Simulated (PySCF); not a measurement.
C3H6BFO2, SMILES CCC(=O)B(O)F. Geometry optimised at r2SCAN-D4/def2-SVP. This is a generated structure with no PubChem entry under its InChIKey; it may be hypothetical. The values are those of a single conformer.

Computed equilibrium geometry at r2SCAN-D4/def2-SVP (PySCF confirms it by a frequency run) as bond lengths and angles, and its point group (one conformer of several):
point group Cs.
Atoms: C1 C2 C3 O4 B5 O6 F7 H8 H9 H10 H11 H12 H13. Bonded distances (Å): C1–C2 1.518, C1–H8 1.100, C1–H9 1.100, C1–H10 1.100, C2–C3 1.514, C2–H11 1.108, C2–H12 1.108, C3–O4 1.221, C3–B5 1.611, B5–O6 1.348, B5–F7 1.330, O6–H13 0.969. Angles (°): C2–C1–H8 110.8, C2–C1–H9 110.8, C2–C1–H10 111.3, H8–C1–H9 106.8, H8–C1–H10 108.5, H9–C1–H10 108.5, C1–C2–C3 113.9, C1–C2–H11 112.3, C1–C2–H12 112.3, C3–C2–H11 107.1, C3–C2–H12 107.1, H11–C2–H12 103.5, C2–C3–O4 121.9, C2–C3–B5 118.6, O4–C3–B5 119.4, C3–B5–O6 119.9, C3–B5–F7 119.4, O6–B5–F7 120.7, B5–O6–H13 113.2.
